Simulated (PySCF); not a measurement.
**How ionic is MB along the alkali metals?**

r²SCAN in PySCF with def2-SVPD on every atom (core potentials on Rb), for the lowest determinant that a PBE0 search found; no spin–orbit coupling. A negative dipole means M(+)B(−).

```
 M  state (unpaired electrons)  Re (Å)  μ (D)
Li          triplet (σ ↑, π ↑)   2.150  -5.82
Na          triplet (σ ↑, π ↑)   2.503  -5.98
 K          triplet (σ ↑, π ↑)   2.896  -7.67
Rb          triplet (σ ↑, π ↑)   3.055  -8.04
```

Give the ionic character |μ|/(e·Re) of each, with 1 e·Å = 4.803 D, and the positive end.

LiB 56 % (Li positive), NaB 50 % (Na positive), KB 55 % (K positive), RbB 55 % (Rb positive). Lone pairs and polarisation enter μ too, so this number is only a rough measure of charge transfer.

Spin–orbit coupling is left out. States were picked by a PBE0 search and need not be the measured ground states.
